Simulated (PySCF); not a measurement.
Coordinates in bohr (charge -1 multiplicity 1):
```
Ga    0.0000    0.0000    0.0000
Cl   -2.4414   -2.4414    2.4414
Cl    2.4414    2.4414    2.4414
Cl    2.4414   -2.4414   -2.4414
Cl   -2.4414    2.4414   -2.4414
```

These are results of B3LYP/[Ga def2-SVPD, Cl def2-SVPD], no relativity, density fitting, PySCF, not measurements.

This geometry of [GaCl4]- is a stationary point at this level.

Question: What is the point group?

Answer: Td.

Question: Is it a minimum?

Answer: Yes: all harmonic wavenumbers are real.

Question: List the harmonic modes with their infrared intensities.

Answer: 
```csv
symmetry,ω (cm⁻¹),"IR (km/mol, summed over degenerate members)"
e,99,0.0
t2,141,30.4
a1,316,0.0
t2,356,298
```

Question: Give the atomic charges and bond orders.

Answer: 
```tsv
atom	Mulliken	Löwdin	polar tensor	Mayer order to Ga1
Ga1	1.72	-0.34	1.80	–
Cl2,3,4,5	-0.68	-0.17	-0.70	0.54
```

Question: Give the ideal-gas entropy at 298.15 K and 1 bar by parts.

Answer: translation 175.5, rotation 104.5, vibration 84.0, spin 0.0; total 364.0 J/(mol K).

In Td the vibrations span e + 2t2 + a1. The a1, e modes carry no infrared intensity, as symmetry demands.

This need not be the most stable arrangement of these atoms. The lowest empty level of this anion is unbound, so it and the gap depend on the basis.
